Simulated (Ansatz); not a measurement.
BF3H3N, SMILES [NH3+][B-](F)(F)F.

Geometry: PBE-D3(BJ)/def2-SVP.

Two levels are set side by side: PBE/def2-SVPD (Ansatz, a first-principles code) and CAM-B3LYP/def2-SVPD (Ansatz). Energy differences of separate SCF runs at the same geometry; the states with an electron removed or added have multiplicity 2 and 2. Differences are taken from unrounded values.

```tsv
quantity	CAM-B3LYP
vertical ionisation energy (eV)	13.32
vertical singlet–triplet gap (eV)	8.94
```

**Question.** What does PBE give, and how far is it from CAM-B3LYP? (An estimate is asked for; the answer gives what the named calculation found.)

**Answer.** 
| quantity | PBE | PBE minus CAM-B3LYP |
|---|---|---|
| vertical ionisation energy (eV) | 12.21 | -1.11 |
| vertical singlet–triplet gap (eV) | 7.99 | -0.95 |
